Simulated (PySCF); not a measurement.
An element was calculated at UHF (PySCF 2.14, ECP, a triple-zeta basis, no spin-orbit coupling), in the ground configurations that NIST lists.

```
first ionisation energy  : 4.262 eV
second ionisation energy : 9.345 eV
third ionisation energy  : 36.072 eV
```

Problem. Which element is it?

Solution. Barium (Ba, Z = 56), in def2-TZVP with the def2 core potential (46 electrons). NIST lists 5.212, 10.004, 35.844 eV for these ionisation energies.
